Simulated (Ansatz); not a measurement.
`O[SiH]([SiH3])[TeH]` + `C#CF` → `C#C[TeH]` + `O[SiH](F)[SiH3]` at 400 K and 1 bar (formal exchange of groups at a Te–Si bond).

Calculated with Ansatz (gas phase, PBE0-D4/def2-TZVP geometries, no zero-point term in ΔE). CCSD(T)/CBS adds triple-zeta CCSD(T) − MP2 to the extrapolated MP2 energy (def2 sets, frozen cores). This one scheme is used for every species. Elements past krypton have def2 core potentials. For Te outer-core shells are correlated without core-valence functions, which leaves a few kJ/mol of doubt a bond. Each species was taken in one conformer, which may not be the lowest.

```tsv
species	CCSD(T)/CBS energy (Eh)	H − E (kJ/mol)	S (J/(mol·K))
`O[SiH]([SiH3])[TeH]`	-924.72516	183.1	428.8
`C#CF`	-176.38388	70.6	244.8
`C#C[TeH]`	-344.94570	85.7	307.5
`O[SiH](F)[SiH3]`	-756.23815	165.6	373.8
```

H − E and S are ideal-gas, rigid-rotor, harmonic terms from PBE0-D4/def2-TZVP, for one conformer and one mirror image of each species. 1 Eh = 2625.50 kJ/mol, R = 8.31446 J/(mol·K).

Q: By hand: ΔE, ΔH, ΔS and ΔG.

A: ΔE = (-344.94570) + (-756.23815) − (-924.72516) − (-176.38388) = -0.07481 Eh = -196.4 kJ/mol. Δ(H − E) = 85.7 + 165.6 − 183.1 − 70.6 = -2.4, so ΔH = -198.8 kJ/mol. ΔS = 307.5 + 373.8 − 428.8 − 244.8 = 7.7 J/(mol·K). ΔG = -198.8 − 400 × (7.7)/1000 = -201.9 kJ/mol.

Q: By hand: the equilibrium constant, and the temperature at which ΔG would vanish if ΔH and ΔS stayed fixed.

A: log₁₀ K = −ΔG/(RT ln 10) = 26.4. ΔH and −TΔS have one sign here, so there is no such temperature.

The number of gas molecules stays the same, so ΔS is small and ΔH decides. A doubt of 5 kJ/mol in ΔE shifts log₁₀ K by 0.7 here. Other conformers and mirror images would add mixing entropy, several J/(mol·K) or more a flexible species. These are equilibria of isolated gas molecules and say nothing of rates. Largest T1 diagnostic: 0.013 (customary marks: 0.02 for closed shells, 0.045 for open ones).

ΔS is within the doubt of such terms, so its sign, and with it that verdict, could turn.
